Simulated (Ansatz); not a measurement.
**Ligand exchange: Si(CH3)3(NH2) + GaH2(NH2) → Si(CH3)2(NH2)2 + GaH2(CH3)**

Gas-phase species: Si(CH3)3(NH2), singlet; GaH2(NH2), singlet; Si(CH3)2(NH2)2, singlet; GaH2(CH3), singlet. The partners trade CH3 for NH2: Si–CH3 and Ga–NH2 bonds give way to Si–NH2 and Ga–CH3.

Shapes, held fixed at every level: PBE0-D4/def2-TZVP. Flexible molecules stand in one conformer, not always the lowest. Programs: Ansatz 0.2.0. Electronic energies: no zero-point or thermal term.

(1) Estimate ΔE of this reaction.

Results:

(1) The highest level, CCSD(T)/def2-TZVPP, gives ΔE = +4.5 kJ/mol; the levels span -0.4 to +19.5. They disagree on the sign: 6 of 7 are positive. The column of differences is taken from that level and isn't an error. No measured value is set beside it here. Relativity is left out for Ga. Outer-core shells of Ga are correlated, in sets that cover them unevenly. Times are processor times on shared x86 and Arm servers, and rough.

```json
{"level": "PBE-D4/def2-TZVPP", "kind": "GGA", "ΔE (kJ/mol)": "+7.3", "less CCSD(T)/def2-TZVPP": "+2.8", "CPU time (sum over the molecules)": "28 s"}
{"level": "BHLYP-D4/def2-TZVPP", "kind": "global hybrid", "ΔE (kJ/mol)": "-0.4", "less CCSD(T)/def2-TZVPP": "-4.9", "CPU time (sum over the molecules)": "35 s"}
{"level": "PBE0-D4/def2-TZVPP", "kind": "global hybrid", "ΔE (kJ/mol)": "+3.3", "less CCSD(T)/def2-TZVPP": "-1.2", "CPU time (sum over the molecules)": "32 s"}
{"level": "r2SCAN0-D4/def2-TZVPP", "kind": "global hybrid", "ΔE (kJ/mol)": "+2.0", "less CCSD(T)/def2-TZVPP": "-2.5", "CPU time (sum over the molecules)": "52 s"}
{"level": "wB97X-V/def2-TZVPP", "kind": "range-separated hybrid", "ΔE (kJ/mol)": "+3.8", "less CCSD(T)/def2-TZVPP": "-0.7", "CPU time (sum over the molecules)": "83 s"}
{"level": "CCSD(T)/def2-SVP", "kind": "coupled cluster or CI", "ΔE (kJ/mol)": "+19.5", "less CCSD(T)/def2-TZVPP": "+15.0", "CPU time (sum over the molecules)": "–"}
{"level": "CCSD(T)/def2-TZVPP", "kind": "coupled cluster or CI", "ΔE (kJ/mol)": "+4.5", "less CCSD(T)/def2-TZVPP": "0.0", "CPU time (sum over the molecules)": "–"}
```
